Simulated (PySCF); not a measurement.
## Spinor energies of Xe⁺ (xenon, charge +1)

Start: [Kr] 4d10 5s2 5p5; 5p1/2 filled at m_j = -1/2, +1/2; 5p3/2 filled at m_j = -1/2, +1/2, +3/2. Calculated with PySCF 2.14 in x2c-SVPall-2c: generalised Hartree-Fock with the X2C-1e Hamiltonian and a Gaussian nucleus; one run each with spin-orbit coupling (SO) switched off, then screened by Boettger's factors.

```
spinor shell  electrons  ε, spin-free (eV)  ε, screened SO (eV)  weight of nominal j (screened SO)  rms radius, screened SO (bohr)
       1s1/2          2           -34732.5             -34728.4                              1.000                          0.0305
       2s1/2          2            -5515.1              -5513.8                              1.000                           0.124
       2p1/2          2            -4944.2              -5170.4                              1.000                           0.107
       2p3/2          4            -4944.2              -4842.3                              1.000                           0.112
       3s1/2          2            -1179.9              -1179.5                              1.000                           0.326
       3p1/2          2            -990.97              -1035.0                              1.000                           0.318
       3d3/2          4            -710.70              -718.28                              1.000                           0.303
       3d5/2          6            -710.70              -705.12                              1.000                           0.305
       4s1/2          2            -239.73              -239.53                              1.000                           0.762
       4p1/2          2            -177.19              -185.92                              1.000                           0.798
       4p3/2          4            -177.19              -173.02                              1.000                           0.823
       4d3/2          4            -82.910              -83.990                              0.997                           0.946
       4d5/2          6            -82.910              -81.937                              0.998                           0.949
       5s1/2          2            -36.477              -36.412                              1.000                            1.97
       5p1/2          2            -21.577              -22.612                              0.932                            2.30
       5p3/2          3            -21.577              -21.013                              0.955                            2.39
```

Problem. Where does 3p3/2 lie, and what is the 3p spin-orbit splitting (screened SO)?

Solution. At -970.81 eV, 64.173 eV above 3p1/2.

```csv
quantity,spin-free,screened SO
E (hartree),-7441.14101,-7443.52074
M_J,3/2,3/2
⟨J²⟩,3.756,3.755
⟨L²⟩,2.004,2.030
⟨S²⟩,0.752,0.778
```

Each row is a mean over spinors that exchange with the open shell spreads, by up to 2.656 eV (5s1/2).

Breit and QED terms are absent; they matter most for the inner s and p1/2 levels.

Densities and radii are taken from the X2C orbitals without a picture-change correction, which distorts them close to the nucleus.

Without spin-orbit coupling the j labels of p, d and f shells carry no meaning; the spin-free column gives the mean over the occupied spinors of each nl shell.
